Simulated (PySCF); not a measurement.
Isomers of C3H12ClNSi4, mass 208.974 u with the commonest isotopes. Theory: PBE0/pcSseg-1 in PySCF (dipole) on a GFN2-xTB geometry, gas phase. One conformer each, none proved a minimum here; rigid rotors.

Question: Order these by rotational constant B, smallest first.
A. `[CH:1]#[C:2][Si@@H:3]([Cl:4])[Si@H:5]([NH2:6])[Si@@H:7]([CH3:8])[SiH3:9]` with C2–Si3–Si5–N6 69°, Si3–Si5–N6–H -171° and 50°, Si3–Si5–Si7–C8 -20°
B. `[CH:1]#[C:2][Si@@H:3]([Cl:4])[Si@@H:5]([NH2:6])[Si@@H:7]([CH3:8])[SiH3:9]` with C2–Si3–Si5–N6 168°, Si3–Si5–N6–H -163° and 61°, Si3–Si5–Si7–C8 35°
C. `[CH:1]#[C:2][SiH2:3][N:4]([CH2:5][SiH3:6])[SiH2:7][SiH2:8][Cl:9]` with C2–Si3–N4–C5 31°, Si3–N4–C5–Si6 82°, Si3–N4–Si7–Si8 151°, N4–Si7–Si8–Cl9 -169°
D. `[CH:1]#[C:2][Si@@H:3]([SiH2:4][Cl:5])[Si@H:6]([SiH3:7])[NH:8][CH3:9]` with C2–Si3–Si4–Cl5 106°, C2–Si3–Si6–Si7 -29°, Si3–Si6–N8–C9 -170°

Answer: C (326.2 MHz), B (399.0 MHz), A (418.3 MHz), D (563.5 MHz).

Question: Order these by rotational constant A, largest first.
A. `[CH:1]#[C:2][Si@@H:3]([SiH2:4][Cl:5])[Si@H:6]([SiH3:7])[NH:8][CH3:9]` with C2–Si3–Si4–Cl5 106°, C2–Si3–Si6–Si7 -29°, Si3–Si6–N8–C9 -170°
B. `[CH:1]#[C:2][SiH2:3][N:4]([CH2:5][SiH3:6])[SiH2:7][SiH2:8][Cl:9]` with C2–Si3–N4–C5 31°, Si3–N4–C5–Si6 82°, Si3–N4–Si7–Si8 151°, N4–Si7–Si8–Cl9 -169°
C. `[CH:1]#[C:2][Si@H:3]([CH2:4][SiH3:5])[N:6]([SiH3:7])[SiH2:8][Cl:9]` with C2–Si3–C4–Si5 -179°, C2–Si3–N6–Si7 67°, Si3–N6–Si8–Cl9 -86°
D. `[CH:1]#[C:2][Si@@H:3]([Cl:4])[Si@H:5]([NH2:6])[Si@@H:7]([CH3:8])[SiH3:9]` with C2–Si3–Si5–N6 69°, Si3–Si5–N6–H -171° and 50°, Si3–Si5–Si7–C8 -20°

Answer: B (1211 MHz), D (958.0 MHz), C (794.1 MHz), A (690.2 MHz).

Question: Order these by rotational constant C, largest first.
A. `[CH:1]#[C:2][Si@@H:3]([Cl:4])[Si@@H:5]([NH2:6])[Si@@H:7]([CH3:8])[SiH3:9]` with C2–Si3–Si5–N6 168°, Si3–Si5–N6–H -163° and 61°, Si3–Si5–Si7–C8 35°
B. `[CH:1]#[C:2][Si@@H:3]([Cl:4])[Si@H:5]([NH2:6])[Si@@H:7]([CH3:8])[SiH3:9]` with C2–Si3–Si5–N6 69°, Si3–Si5–N6–H -171° and 50°, Si3–Si5–Si7–C8 -20°
C. `[CH:1]#[C:2][SiH2:3][N:4]([CH2:5][SiH3:6])[SiH2:7][SiH2:8][Cl:9]` with C2–Si3–N4–C5 31°, Si3–N4–C5–Si6 82°, Si3–N4–Si7–Si8 151°, N4–Si7–Si8–Cl9 -169°
D. `[CH:1]#[C:2][Si@H:3]([CH2:4][SiH3:5])[N:6]([SiH3:7])[SiH2:8][Cl:9]` with C2–Si3–C4–Si5 -179°, C2–Si3–N6–Si7 67°, Si3–N6–Si8–Cl9 -86°
E. `[CH:1]#[C:2][Si@@H:3]([SiH2:4][Cl:5])[Si@H:6]([SiH3:7])[NH:8][CH3:9]` with C2–Si3–Si4–Cl5 106°, C2–Si3–Si6–Si7 -29°, Si3–Si6–N8–C9 -170°

Answer: D (426.1 MHz), B (411.8 MHz), E (396.3 MHz), A (352.4 MHz), C (290.3 MHz).

```tsv
SMILES	point group	Ia (u·Å²)	Ib (u·Å²)	Ic (u·Å²)	κ	μa (D)	μb (D)	μc (D)
C#C[Si@@H](Cl)[Si@H](N)[Si@@H](C)[SiH3]	C1	527.56	1208.10	1227.15	-0.98	1.45	1.05	1.22
C#C[SiH2]N(C[SiH3])[SiH2][SiH2]Cl	C1	417.21	1549.47	1740.75	-0.92	2.33	0.53	1.01
C#C[Si@@H]([SiH2]Cl)[Si@H]([SiH3])NC	C1	732.24	896.88	1275.40	0.14	0.12	0.27	0.64
C#C[Si@@H](Cl)[Si@@H](N)[Si@@H](C)[SiH3]	C1	517.95	1266.73	1434.17	-0.85	1.28	0.04	0.70
C#C[Si@H](C[SiH3])N([SiH3])[SiH2]Cl	C1	636.41	895.80	1186.03	-0.25	1.93	0.54	0.41
```
